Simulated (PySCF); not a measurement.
triplet silylene (H2Si), triplet, geometry from GFN2-xTB; HF/3-21G run with PySCF.

Input for PySCF:
```python
from pyscf import gto, scf

mol = gto.M(
    atom='''
Si   -0.006391   -0.001951    0.085235
H     0.045667    1.283842   -0.567511
H     0.043812   -1.256535   -0.625785
''',
    basis='3-21g',
    charge=0,
    spin=2,
    verbose=4,
)

mf = scf.UHF(mol)
mf.diis = False
mf.damp = 0.3
mf.diis_start_cycle = 200
mf.max_cycle = 150
mf.kernel()
```

Problem. Write the output that PySCF gives for this input, abridged.

Solution. 
```
PySCF version 2.14.0

[INPUT] verbose = 4
[INPUT] num. atoms = 3
[INPUT] num. electrons = 16
[INPUT] charge = 0
[INPUT] spin (= nelec alpha-beta = 2S) = 2
[INPUT] symmetry False subgroup None
[INPUT] Mole.unit = angstrom
[INPUT] Symbol           X                Y                Z      unit          X                Y                Z       unit  Magmom
[INPUT]  1 Si    -0.006391000000  -0.001951000000   0.085235000000 AA   -0.012077239662  -0.003686855669   0.161070806227 Bohr   0.0
[INPUT]  2 H      0.045667000000   1.283842000000  -0.567511000000 AA    0.086298122931   2.426109767214  -1.072440362678 Bohr   0.0
[INPUT]  3 H      0.043812000000  -1.256535000000  -0.625785000000 AA    0.082792680969  -2.374507015930  -1.182562262861 Bohr   0.0

nuclear repulsion = 10.4769050630146
number of shells = 11
number of NR pGTOs = 33
number of NR cGTOs = 17
basis = 3-21g
ecp = {}

******** <class 'pyscf.scf.uhf.UHF'> ********
method = UHF
initial guess = minao
damping factor = 0.3
level_shift factor = 0
DIIS disabled
SCF conv_tol = 1e-09
SCF conv_tol_grad = None
SCF max_cycles = 150
direct_scf = True
direct_scf_tol = 1e-13
number electrons alpha = 9  beta = 7
Set gradient conv threshold to 3.16228e-05
init E= -288.0231898964

cycle= 1 E= -288.459211204542  delta_E= -0.436  |g|= 0.108  |ddm|= 1.09
cycle= 2 E= -288.47355172288  delta_E= -0.0143  |g|= 0.0514  |ddm|= 0.181
cycle= 3 E= -288.477138600977  delta_E= -0.00359  |g|= 0.0295  |ddm|= 0.0793
cycle= 4 E= -288.478375030233  delta_E= -0.00124  |g|= 0.0188  |ddm|= 0.0417
cycle= 5 E= -288.478886000282  delta_E= -0.000511  |g|= 0.0129  |ddm|= 0.0249
cycle= 6 E= -288.479127170625  delta_E= -0.000241  |g|= 0.00936  |ddm|= 0.0167
cycle= 7 E= -288.479252567286  delta_E= -0.000125  |g|= 0.00702  |ddm|= 0.0122
cycle= 8 E= -288.479322218334  delta_E= -6.97e-05  |g|= 0.00538  |ddm|= 0.00935
cycle= 9 E= -288.479362590674  delta_E= -4.04e-05  |g|= 0.00417  |ddm|= 0.00732
cycle= 10 E= -288.479386623691  delta_E= -2.4e-05  |g|= 0.00326  |ddm|= 0.00578
cycle= 11 E= -288.479401166854  delta_E= -1.45e-05  |g|= 0.00255  |ddm|= 0.00458
cycle= 12 E= -288.479410056571  delta_E= -8.89e-06  |g|= 0.00201  |ddm|= 0.00363
cycle= 13 E= -288.479415524427  delta_E= -5.47e-06  |g|= 0.00158  |ddm|= 0.00287
cycle= 14 E= -288.479418900578  delta_E= -3.38e-06  |g|= 0.00124  |ddm|= 0.00227
cycle= 15 E= -288.47942099023  delta_E= -2.09e-06  |g|= 0.000979  |ddm|= 0.0018
cycle= 16 E= -288.479422285575  delta_E= -1.3e-06  |g|= 0.000772  |ddm|= 0.00142
cycle= 17 E= -288.479423089314  delta_E= -8.04e-07  |g|= 0.000608  |ddm|= 0.00112
cycle= 18 E= -288.479423588327  delta_E= -4.99e-07  |g|= 0.000479  |ddm|= 0.000888
cycle= 19 E= -288.479423898268  delta_E= -3.1e-07  |g|= 0.000378  |ddm|= 0.000701
cycle= 20 E= -288.479424090824  delta_E= -1.93e-07  |g|= 0.000298  |ddm|= 0.000554
cycle= 21 E= -288.479424210472  delta_E= -1.2e-07  |g|= 0.000235  |ddm|= 0.000437
cycle= 22 E= -288.479424284826  delta_E= -7.44e-08  |g|= 0.000185  |ddm|= 0.000345
cycle= 23 E= -288.479424331036  delta_E= -4.62e-08  |g|= 0.000146  |ddm|= 0.000272
cycle= 24 E= -288.479424359755  delta_E= -2.87e-08  |g|= 0.000115  |ddm|= 0.000215
cycle= 25 E= -288.479424377606  delta_E= -1.79e-08  |g|= 9.07e-05  |ddm|= 0.000169
cycle= 26 E= -288.479424388701  delta_E= -1.11e-08  |g|= 7.15e-05  |ddm|= 0.000134
cycle= 27 E= -288.479424395596  delta_E= -6.9e-09  |g|= 5.64e-05  |ddm|= 0.000105
cycle= 28 E= -288.479424399882  delta_E= -4.29e-09  |g|= 4.45e-05  |ddm|= 8.3e-05
cycle= 29 E= -288.479424402547  delta_E= -2.66e-09  |g|= 3.5e-05  |ddm|= 6.55e-05
cycle= 30 E= -288.479424404202  delta_E= -1.66e-09  |g|= 2.76e-05  |ddm|= 5.16e-05
cycle= 31 E= -288.479424405232  delta_E= -1.03e-09  |g|= 2.18e-05  |ddm|= 4.07e-05
cycle= 32 E= -288.479424405872  delta_E= -6.4e-10  |g|= 1.72e-05  |ddm|= 3.21e-05
Extra cycle  E= -288.479424406411  delta_E= -5.39e-10  |g|= 1.2e-05  |ddm|= 3.62e-05
converged SCF energy = -288.479424406411  <S^2> = 2.0067601  2S+1 = 3.0045033
```
